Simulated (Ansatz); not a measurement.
**Ligand exchange: SnH2(CH3)2 + Se(CH3)(SiH3) → SnH2(CH3)(SiH3) + Se(CH3)2**

Gas-phase species: SnH2(CH3)2, singlet; Se(CH3)(SiH3), singlet; SnH2(CH3)(SiH3), singlet; Se(CH3)2 (dimethyl selenide), singlet. The partners trade CH3 for SiH3: Sn–CH3 and Se–SiH3 bonds give way to Sn–SiH3 and Se–CH3.

Shapes, held fixed at every level: PBE0-D4/def2-TZVP. Programs: Ansatz 0.2.0. The zero-point and thermal change to 298 K, harmonic and unscaled (PBE0-D4/def2-TZVP), is +0.8 kJ/mol.

```csv
level,kind,ΔH(298 K) (kJ/mol),less CCSD(T)/def2-TZVPP
HF/def2-SVP,Hartree–Fock,+54.6,-2.2
SPW92/def2-TZVPP,LDA,+47.4,-9.4
PBE-D4/def2-TZVPP,GGA,+48.6,-8.2
B3LYP-D4/def2-TZVPP,global hybrid,+53.4,-3.4
wB97M-V/def2-TZVPP,range-separated hybrid,+57.8,+1.0
wB97X-V/def2-TZVPP,range-separated hybrid,+54.9,-1.9
B2PLYP/def2-TZVPP,double hybrid,+56.2,-0.6
CCSD(T)/def2-TZVPP,coupled cluster or CI,+56.8,0.0
```

The highest level, CCSD(T)/def2-TZVPP, gives ΔH(298 K) = +56.8 kJ/mol; the levels span +47.4 to +57.8. The column of differences is taken from that level and isn't an error. No measured value is set beside it here. For atoms past krypton def2 sets carry core potentials with scalar relativity. Relativity is left out for Se. Outer-core shells of Se, Sn are correlated, in sets that cover them unevenly.
